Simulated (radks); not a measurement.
Task: These are the eigenvalues of the occupied orbitals of an atom or ion with whole-number occupations (hartree). Method: scalar-relativistic Kohn-Sham, r2SCAN, spin-unpolarised, spherical densities, finite nucleus; meta-GGA in the generalised Kohn-Sham scheme; Fermi nuclear charge, rms radius of each element as measured or else 0.836 A^(1/3) + 0.57 fm; computed with a radial shooting solver on a logarithmic mesh with Libxc functionals.

orbital  eigenvalue
1s        -2831.133
2s        -522.5350
2p        -457.9755
3s        -147.3949
3p        -128.4250
3d        -107.5837
4s        -53.90273
4p        -47.21786
4d        -39.19107
5s        -25.47759
5p        -22.88374

Which element is it, and in what charge state? The configuration may be excited.

Result: Z = 77, iridium, charge +24: Ir24+ in [Kr] 4d10 5s2 5p5. The list shows which subshells hold electrons but not how many an open one holds; the 1s level, -2831.1 hartree, gives Z - s = 75.2 by -(Z - s)^2/2, which with screening and relativity narrows Z to a few neighbours, and the depths of the outer levels then fix element, charge and occupations together.
